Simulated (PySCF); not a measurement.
## Radial density of Ne²⁺ (neon, charge +2)

UHF, [He] 2s2 2p4, high-spin 3P determinant. Computed with PySCF 2.14 in def2-SVP, with the non-relativistic Hamiltonian (point nucleus).

```
r (bohr)  4πr²ρ (e/bohr)  4πr²(ρα − ρβ)
 0.00267         0.05031         0.0001
 0.00449          0.1404         0.0003
 0.00755          0.3826         0.0009
  0.0127          0.9878         0.0023
  0.0214           2.331         0.0054
  0.0359           4.960         0.0119
  0.0604           8.615         0.0278
   0.102           10.96         0.0956
   0.171           8.546         0.4037
   0.288           4.969         1.2146
   0.484           6.432         2.3359
   0.814           6.088         1.9262
    1.37           1.622         0.4535
    2.30          0.1274         0.0362
    3.87       0.0001990         0.0001
```
